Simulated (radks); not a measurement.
The numbers below are computed, except where a source is named.
Task: Numerical settings for neutral lanthanum, [Xe] 5d1 6s2. Level of theory: Dirac Kohn-Sham, PBEsol, spin-unpolarised, spherical densities, finite nucleus; open shells are shared between the two j in proportion to 2j + 1; Fermi nuclear charge, rms radius 4.855 fm (a radial shooting solver on a logarithmic mesh with Libxc functionals). The defaults (mesh step 0.008 in ln r, mesh end at 40 bohr or more with all orbitals vanishing there, Anderson mixing 0.5 over 9 steps, residual threshold near 1e-9 with the energy settled to 1e-9 hartree or 1e-11 of itself, here a cap of 51 iterations) give E = -8493.8478 hartree and 5d5/2 at -3.027 eV in 14 iterations. Run on one thread of a shared host, so times are rough (Arm Neoverse N1): 0.19 s of CPU time, 0.19 s wall, 14 iterations on 2440 mesh points. One setting is changed at a time: mesh step in ln r 0.03; mesh step in ln r 0.12; mesh step in ln r 0.05; mesh end (bohr) 2; mesh end (bohr) 8; residual threshold 1e-13; residual threshold 0.01; mixing 1.5; linear mixing, mixing 0.05; linear mixing, mixing 0.2; mixing history 2; iteration cap 5. Which runs fail to converge, and which converge to a wrong energy?

Result: Not converged within the cap: mesh step in ln r 0.12; linear mixing, mixing 0.05; linear mixing, mixing 0.2; iteration cap 5. Settled on a wrong energy, with an occupied level pushed above zero by the early mesh end: mesh end (bohr) 2 (+31.1 hartree). Apart from these: settings that end as converged yet miss the energy by more than 1 mhartree: mesh end (bohr) 8 (+0.025 hartree).
